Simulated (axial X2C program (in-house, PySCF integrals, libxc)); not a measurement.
## RbSe: from the spin-free to the two-component result

All values were computed with an axial X2C code built on PySCF integrals. Spin-free means the one-electron spin-free X2C Hamiltonian; two-component (2c) means X2C with spin–orbit coupling and atomic mean-field two-electron Coulomb and Gaunt terms, so the difference of the two also holds small scalar two-electron terms. Basis: Rb dyall-cv3z [12s13p8d4f1g], Se dyall-cv3z [8s9p6d4f1g] (cores contracted in-house); Gaussian nuclei, density fitting, unrestricted open shells. Masses: Rb 84.912 u, Se 79.917 u.

Spin-free state: M_S = 1/2, Λ = 1 (beyond evenly filled blocks: π+α, π+β, π-α); fragments Rb + Se.

| level | Re (Å) | ωe (cm⁻¹) | De (eV) | μ (D) |
| --- | --- | --- | --- | --- |
| PBE0 | 3.063 | 151.8 | 2.433 | -10.43 |
| HF | 3.163 | 144.6 | 1.412 | -11.87 |
| MP2 | 3.078 | 154.1 | 2.276 | n/a |
| CCSD | 3.096 | 152.1 | 2.224 | n/a |
| CCSD(T) | 3.090 | 152.7 | 2.284 | n/a |
| r2SCAN | 3.079 | 150.0 | 2.379 | -10.67 |
| M06 | 3.077 | 151.0 | 2.626 | -10.59 |
| BLYP | 3.114 | 141.5 | 2.395 | -9.75 |

Correlated methods: 15 electrons correlated (number of frozen shells: Rb 3 s, 2 p, 1 d; Se 3 s, 2 p, 1 d), 277 virtual spin orbitals or spinors in MP2, 136 natural virtuals in coupled cluster.

Dipoles are positive if Se is the positive end.

(1) Within this multiplet, which Ω should lie lowest by the rule for regular and inverted multiplets?

Two-component determinant lowest at the distance of the search:

Ω = 3/2 (⟨Sz⟩ = 0.50, ⟨Lz⟩ = 1.00 at HF); fragments Rb + Se.

```json
{"level": "PBE0", "Re (Å)": "3.064", "ωe (cm⁻¹)": "151.5", "De (eV)": "2.471", "μ (D)": "-10.41"}
{"level": "HF", "Re (Å)": "3.164", "ωe (cm⁻¹)": "144.4", "De (eV)": "n/a", "μ (D)": "-11.87"}
{"level": "MP2", "Re (Å)": "3.078", "ωe (cm⁻¹)": "153.9", "De (eV)": "2.244", "μ (D)": "n/a"}
{"level": "CCSD", "Re (Å)": "3.097", "ωe (cm⁻¹)": "151.9", "De (eV)": "2.199", "μ (D)": "n/a"}
{"level": "CCSD(T)", "Re (Å)": "3.090", "ωe (cm⁻¹)": "152.5", "De (eV)": "2.254", "μ (D)": "n/a"}
{"level": "r2SCAN", "Re (Å)": "3.080", "ωe (cm⁻¹)": "149.8", "De (eV)": "n/a", "μ (D)": "-10.65"}
{"level": "M06", "Re (Å)": "3.078", "ωe (cm⁻¹)": "150.7", "De (eV)": "2.583", "μ (D)": "-10.57"}
{"level": "BLYP", "Re (Å)": "3.115", "ωe (cm⁻¹)": "141.0", "De (eV)": "2.386", "μ (D)": "-9.71"}
```

(2) From the two tables, how do the constants change at the CCSD(T) level (2c against spin-free)?

One determinant describes the state; a PBE0 search over occupations chose it and may have missed a lower one. Dissociation energies refer to the lowest single-determinant-based atoms at the same level and basis. De is not given where an atomic determinant may have missed its ground term or J level, or where the truncated virtual space spoils (T). Density functionals use the spin component along the axis (collinear). CCSD and (T) use frozen natural virtuals with an MP2 correction for the truncation; (T) itself is uncorrected, so its De runs slightly low. Other states lie close and PBE0, whose exact exchange favours high spin, may order them wrongly; the determinant shown need not be the ground state. The nearest other spin-free determinant of the search, M_S = 1/2, Λ = 0, lies 0.24 eV up at the distance of the search. Without a current term, density functionals place determinants with orbital angular momentum somewhat too high. At some level and bond length an empty orbital lies below a filled one.

Results:

(1) The open π shell holds three electrons, one hole, so the multiplet is inverted: Ω = Λ + 1/2 = 3/2. The PBE0 2c search agrees.

(2) At the CCSD(T) level Re doesn't move by more than 0.001 Å and ωe doesn't move by more than 0.2 cm⁻¹; De changes by -0.030 eV.
